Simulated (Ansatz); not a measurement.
```yaml
crystal:
  periodic: [false, false, false]
  atoms:
    - {symbol: C, position_ang: [-4.158373, 0.620940, 0.572338]}
    - {symbol: C, position_ang: [-4.075510, -0.090209, -0.639811]}
    - {symbol: C, position_ang: [-2.852484, -0.477917, -1.157884]}
    - {symbol: C, position_ang: [-1.692261, -0.133900, -0.430271]}
    - {symbol: C, position_ang: [-1.811904, 0.589823, 0.796762]}
    - {symbol: C, position_ang: [-3.021690, 0.976747, 1.316956]}
    - {symbol: O, position_ang: [-0.580483, 0.844001, 1.378991]}
    - {symbol: C, position_ang: [0.307968, 0.305329, 0.560491]}
    - {symbol: C, position_ang: [1.692253, 0.133771, 0.430344]}
    - {symbol: C, position_ang: [2.852481, 0.477863, 1.157915]}
    - {symbol: C, position_ang: [4.075595, 0.091476, 0.639072]}
    - {symbol: C, position_ang: [4.158308, -0.621910, -0.571778]}
    - {symbol: C, position_ang: [3.021685, -0.976838, -1.316907]}
    - {symbol: C, position_ang: [1.811901, -0.589871, -0.796736]}
    - {symbol: O, position_ang: [0.580477, -0.844099, -1.378936]}
    - {symbol: C, position_ang: [-0.307977, -0.305478, -0.560406]}
    - {symbol: H, position_ang: [-5.141899, 0.910445, 0.949998]}
    - {symbol: H, position_ang: [-4.994162, -0.339256, -1.173730]}
    - {symbol: H, position_ang: [-2.776371, -1.029727, -2.096077]}
    - {symbol: H, position_ang: [-3.091760, 1.528787, 2.255139]}
    - {symbol: H, position_ang: [2.776373, 1.029800, 2.096034]}
    - {symbol: H, position_ang: [4.994089, 0.338007, 1.174454]}
    - {symbol: H, position_ang: [5.141994, -0.909157, -0.950750]}
    - {symbol: H, position_ang: [3.091768, -1.528644, -2.255227]}
basis:
  gaussian: {orbitals: def2-TZVP, initial_orbitals: start.molden}
total_charge: 1
magnetization: {spin_polarized: true, initial_magnetization: 1}
hamiltonian: {xc: pbe0, dispersion: d4}
scf: {omitted_lower_state_checks: [starts]}
output: {orbitals: {seedname: orbitals}}
```

The file start.molden holds the orbitals of an earlier run on this structure, at another level or in another basis.

```sh
$ ansatz run in.yaml --threads 4 --pin off --events-out ev --progress --plain --max-ram 6963MiB
```

Q: Does this run fit into the memory that it is given?

A: No. It has 544 basis functions, and Ansatz plans for 9 GiB where 7 GiB are given.
